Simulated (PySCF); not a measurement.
# Electron correlation in Sn²⁺ (tin, charge +2)

[Kr] 4d10 5s2, closed-shell 1S. Computed with PySCF 2.14 in x2c-QZVPPall (13s9p7d4f1g, 112 functions), with scalar relativity by spin-free X2C-1e. Frozen: [Kr] 4d10; 2 electrons correlated.

With two correlated electrons CCSD is exact within the correlated space (frozen core and kept virtual orbitals).

```
level  correlation energy (mhartree)
 CCSD                         -34.55
```

Diagnostics: T1 = 0.0042, D1 = 0.0060, largest double amplitude 0.099.

Cost of the coupled-cluster step: about 7 core-seconds, for 2 correlated electrons.
